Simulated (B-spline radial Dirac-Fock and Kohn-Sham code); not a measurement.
# Form factor and incoherent scattering function of Sc

System: the free scandium atom, [Ar] 4s2 4p1 (not the ground configuration).

The run's input, task.json:

```json
{"items": [{
  "Z": 21,
  "q": 0,
  "cfg": [[1, 0, 2], [2, 0, 2], [2, 1, 6], [3, 0, 2], [3, 1, 6], [4, 0, 2], [4, 1, 1]],
  "A": 45,
  "rrms": 3.5459,
  "do": ["scatter"],
  "s": [0.0, 0.05, 0.06, 0.07, 0.09, 0.11, 0.14, 0.17, 0.22, 0.27, 0.34, 0.42, 0.53, 0.66, 0.82, 1.02, 1.28, 1.59, 1.99, 2.48, 3.09, 3.86, 4.81],
  "pz": [0, 0.1, 0.2, 0.3, 0.4, 0.5, 0.6, 0.8, 1.0, 1.2, 1.4, 1.6, 1.8, 2.0, 2.5, 3.0, 4.0, 5.0, 7.0, 10.0, 15.0, 20.0, 30.0, 40.0, 60.0, 100.0],
  "hv_scatter": [5000, 8047.8, 10000, 17479.3, 20000, 50000, 100000, 1000000]
}]}
```

Run with: `python xray_run.py task.json out`

The computed values come from a B-spline atomic structure program: relativistic Hartree-Fock (Dirac-Fock) wave functions, averaged over the configuration. f₀ is the Fourier transform of the spherical electron density, S the Waller-Hartree incoherent function, and s = sin θ/λ.

| s (Å⁻¹) | f₀ | S |
| --- | --- | --- |
| 0 | 21.000 | 0.000 |
| 0.05 | 19.977 | 1.413 |
| 0.06 | 19.598 | 1.866 |
| 0.07 | 19.197 | 2.312 |
| 0.09 | 18.374 | 3.130 |
| 0.11 | 17.582 | 3.823 |
| 0.14 | 16.520 | 4.683 |
| 0.17 | 15.604 | 5.437 |
| 0.22 | 14.277 | 6.624 |
| 0.27 | 13.056 | 7.741 |
| 0.34 | 11.465 | 9.133 |
| 0.42 | 9.916 | 10.491 |
| 0.53 | 8.375 | 11.979 |
| 0.66 | 7.253 | 13.246 |
| 0.82 | 6.361 | 14.385 |
| 1.02 | 5.416 | 15.547 |
| 1.28 | 4.231 | 16.790 |
| 1.59 | 3.065 | 17.871 |
| 1.99 | 2.112 | 18.746 |
| 2.48 | 1.548 | 19.363 |
| 3.09 | 1.247 | 19.841 |
| 3.86 | 1.032 | 20.253 |
| 4.81 | 0.811 | 20.583 |

f₀ starts at the number of electrons, 21, and has fallen to half at s ≈ 0.39 Å⁻¹. The sum of ⟨r²⟩ over the electrons is 62.86 bohr². It fixes the forward electron scattering factor, f_e(0) = (a₀/3)Σ⟨r²⟩ = 11.087 Å.
